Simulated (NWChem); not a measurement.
Program: NWChem. System: HIn, charge 0, spin multiplicity 1, at a geometry optimised with PBE0/def2-SVP with def2 effective core potentials on In. The structure started from a generated list of species. Level: RHF/def2-TZVP with def2 effective core potentials on In.

Job file:

```
start mol
memory heap 200 mb stack 900 mb global 1100 mb
geometry units angstroms nocenter noautoz
  In     0.000000     0.000000     0.037260
  H      0.000000     0.000000    -1.825728
  symmetry group C2v
end
basis spherical
  * library def2-tzvp
end
ecp
  In library def2-ecp
end
scf
  rhf
  nopen 0
  maxiter 100
  thresh 1e-7
  semidirect memsize 60000000 filesize 0
end
task scf energy
```

NWChem printed:

```
             Northwest Computational Chemistry Package (NWChem) 7.3.0
             --------------------------------------------------------

                                NWChem Input Module
                                -------------------

 Scaling coordinates for geometry "geometry" by  1.889725989
 (inverse scale =  0.529177249)

 Turning off AUTOSYM since
 SYMMETRY directive was detected!

                             Geometry "geometry" -> ""
                             -------------------------

 Output coordinates in angstroms (scale by  1.889725989 to convert to a.u.)

  No.       Tag          Charge          X              Y              Z
 ---- ---------------- ---------- -------------- -------------- --------------
    1 In                  49.0000     0.00000000     0.00000000     0.03726000
    2 H                    1.0000     0.00000000     0.00000000    -1.82572800

 Effective nuclear repulsion energy (a.u.)      13.9183318416

            Nuclear Dipole moment (a.u.)
            ----------------------------
        X                 Y               Z
 ---------------- ---------------- ----------------
     0.0000000000     0.0000000000     0.0000226767

      Symmetry information
      --------------------

 Group name             C2v
 Group number             16
 Group order               4
 No. of unique centers     2

      Symmetry unique atoms

     1    2


 Summary of "ao basis" -> "" (spherical)
 ------------------------------------------------------------------------------
       Tag                 Description            Shells   Functions and Types
 ---------------- ------------------------------  ------  ---------------------
 *                         def2-tzvp                  on all atoms

 Summary of "ao basis" -> "ao basis" (spherical)
 ------------------------------------------------------------------------------
       Tag                 Description            Shells   Functions and Types
 ---------------- ------------------------------  ------  ---------------------
 In                        def2-tzvp                16       50   6s5p3d2f
 H                         def2-tzvp                 4        6   3s1p

                                 NWChem SCF Module
                                 -----------------

  ao basis        = "ao basis"
  functions       =    56
  atoms           =     2
  closed shells   =    11
  open shells     =     0
  charge          =   0.00
  wavefunction    = RHF
  use symmetry    = T
  symmetry adapt  = T

 Summary of "ao basis" -> "ao basis" (spherical)
 ------------------------------------------------------------------------------
       Tag                 Description            Shells   Functions and Types
 ---------------- ------------------------------  ------  ---------------------
 In                        def2-tzvp                16       50   6s5p3d2f
 H                         def2-tzvp                 4        6   3s1p

      Symmetry analysis of basis
      --------------------------

        a1         25
        a2          5
        b1         13
        b2         13

 Forming initial guess at       0.0s

      Superposition of Atomic Density Guess
      -------------------------------------

 Sum of atomic energies:        -218.55922902

      Non-variational initial energy
      ------------------------------

 Total energy =    -189.601691
 1-e energy   =    -347.186578
 2-e energy   =     151.619888
 HOMO         =      -0.193972
 LUMO         =      -0.013425

      Symmetry analysis of molecular orbitals - initial
      -------------------------------------------------

 !! scf_movecs_sym_adapt:   36 vectors were symmetry contaminated

  Symmetry fudging

 !! scf_movecs_sym_adapt:   34 vectors were symmetry contaminated

  Numbering of irreducible representations:

     1 a1          2 a2          3 b1          4 b2

  Orbital symmetries:

     1 a1          2 a1          3 b1          4 b2          5 a1
     6 b2          7 b1          8 a2          9 a1         10 a1
    11 a1         12 b2         13 b1         14 a1         15 b1
    16 b2         17 a1         18 a1         19 b2         20 b1
    21 a2

 Starting SCF solution at       0.2s

 ----------------------------------------------
         Quadratically convergent ROHF

 Convergence threshold     :          1.000E-07
 Maximum no. of iterations :          100
 Final Fock-matrix accuracy:          1.000E-09
 ----------------------------------------------

              iter       energy          gnorm     gmax       time
             ----- ------------------- --------- --------- --------
                 1     -189.7662801809  2.53D-01  1.16D-01      0.2
                 2     -189.7762928468  9.40D-02  2.40D-02      0.2
                 3     -189.7771733870  3.37D-03  1.21D-03      0.2
                 4     -189.7771749934  5.01D-06  1.35D-06      0.2
                 5     -189.7771749934  2.49D-09  6.77D-10      0.2

       Final RHF  results
       ------------------

         Total SCF energy =   -189.777174993384
      One-electron energy =   -347.393862188667
      Two-electron energy =    151.651687834582
 Nuclear repulsion energy =      5.964999360701

        Time for solution =      0.0s

       Symmetry analysis of molecular orbitals - final
       -----------------------------------------------

  Numbering of irreducible representations:

     1 a1          2 a2          3 b1          4 b2

  Orbital symmetries:

     1 a1          2 b1          3 b2          4 a1          5 a2
     6 a1          7 a1          8 b2          9 b1         10 a1
    11 a1         12 b1         13 b2         14 a1         15 b2
    16 b1         17 a1         18 a1         19 a1         20 a2
    21 b1

             Final eigenvalues
             -----------------

              1
    1   -5.3717
    2   -3.6280
    3   -3.6280
    4   -3.6183
    5   -1.0159
    6   -1.0159
    7   -1.0055
    8   -1.0046
    9   -1.0046
   10   -0.4707
   11   -0.2820
   12    0.0167
   13    0.0167
   14    0.1001
   15    0.1518
   16    0.1518
   17    0.1891
   18    0.2570
   19    0.2683
   20    0.2683
   21    0.2705

                       ROHF Final Molecular Orbital Analysis
                       -------------------------------------

 Vector    9  Occ=2.000000D+00  E=-1.004641D+00  Symmetry=b1
              MO Center= -6.5D-18,  4.1D-33,  3.5D-02, r^2= 4.5D-01
   Bfn.  Coefficient  Atom+Function         Bfn.  Coefficient  Atom+Function
  ----- ------------  ---------------      ----- ------------  ---------------
    25      0.904169  1 In d  1              30      0.167042  1 In d  1

 Vector   10  Occ=2.000000D+00  E=-4.707077D-01  Symmetry=a1
              MO Center= -2.1D-16, -3.0D-16, -8.8D-01, r^2= 2.1D+00
   Bfn.  Coefficient  Atom+Function         Bfn.  Coefficient  Atom+Function
  ----- ------------  ---------------      ----- ------------  ---------------
     2      0.543655  1 In s                  5      0.530281  1 In s
     1     -0.400391  1 In s                  3     -0.314366  1 In s
     6      0.312664  1 In s                  4     -0.244478  1 In s
    52      0.229277  2 H  s                 53      0.155224  2 H  s

 Vector   11  Occ=2.000000D+00  E=-2.820016D-01  Symmetry=a1
              MO Center=  1.9D-15,  1.7D-15, -1.2D-02, r^2= 3.6D+00
   Bfn.  Coefficient  Atom+Function         Bfn.  Coefficient  Atom+Function
  ----- ------------  ---------------      ----- ------------  ---------------
     6      0.426915  1 In s                  2      0.399080  1 In s
     5      0.399641  1 In s                  1     -0.293808  1 In s
    18      0.282843  1 In pz                53     -0.243486  2 H  s
     3     -0.236253  1 In s                 52     -0.213506  2 H  s
    12     -0.209050  1 In pz                15      0.200593  1 In pz

 Vector   12  Occ=0.000000D+00  E= 1.671427D-02  Symmetry=b1
              MO Center=  3.0D-16,  5.3D-30,  3.6D-02, r^2= 7.6D+00
   Bfn.  Coefficient  Atom+Function         Bfn.  Coefficient  Atom+Function
  ----- ------------  ---------------      ----- ------------  ---------------
    19      0.739948  1 In px                10     -0.206681  1 In px
    13      0.205279  1 In px                16      0.204882  1 In px

 Vector   13  Occ=0.000000D+00  E= 1.671427D-02  Symmetry=b2
              MO Center=  4.0D-30, -1.6D-15,  3.6D-02, r^2= 7.6D+00
   Bfn.  Coefficient  Atom+Function         Bfn.  Coefficient  Atom+Function
  ----- ------------  ---------------      ----- ------------  ---------------
    20      0.739948  1 In py                11     -0.206681  1 In py
    14      0.205279  1 In py                17      0.204882  1 In py

 Vector   14  Occ=0.000000D+00  E= 1.001127D-01  Symmetry=a1
              MO Center=  2.5D-17,  8.9D-18,  5.6D-01, r^2= 1.3D+01
   Bfn.  Coefficient  Atom+Function         Bfn.  Coefficient  Atom+Function
  ----- ------------  ---------------      ----- ------------  ---------------
    21      1.514327  1 In pz                53      1.039641  2 H  s
     6     -0.679328  1 In s                 18     -0.296489  1 In pz

 center of mass
 --------------
 x =   0.00000000 y =   0.00000000 z =   0.03980101

 moments of inertia (a.u.)
 ------------------
          12.382556571166           0.000000000000           0.000000000000
           0.000000000000          12.382556571166           0.000000000000
           0.000000000000           0.000000000000           0.000000000000

  Mulliken analysis of the total density
  --------------------------------------

    Atom       Charge   Shell Charges
 -----------   ------   -------------------------------------------------------
    1 In  21    20.78   0.40 -0.84  1.58  0.85  1.02  0.85 -0.41  6.38  0.29  0.47  0.12  8.93  1.05  0.08  0.01  0.00
    2 H    1     1.22   0.21  0.57  0.44  0.00

       Multipole analysis of the density wrt the origin
       ------------------------------------------------

     L   x y z        total         open         nuclear
     -   - - -        -----         ----         -------
     0   0 0 0      0.000000      0.000000     22.000000

     1   1 0 0     -0.000000      0.000000      0.000000
     1   0 1 0     -0.000000      0.000000      0.000000
     1   0 0 1      0.245862      0.000000     -1.971491

     2   2 0 0    -16.752544      0.000000      0.000000
     2   1 1 0     -0.000000      0.000000      0.000000
     2   1 0 1     -0.000000      0.000000      0.000000
     2   0 2 0    -16.752544      0.000000      0.000000
     2   0 1 1     -0.000000      0.000000      0.000000
     2   0 0 2    -24.571805      0.000000     12.007479

 Task  times  cpu:        0.2s     wall:        0.2s

 Total times  cpu:        0.2s     wall:        0.2s
```
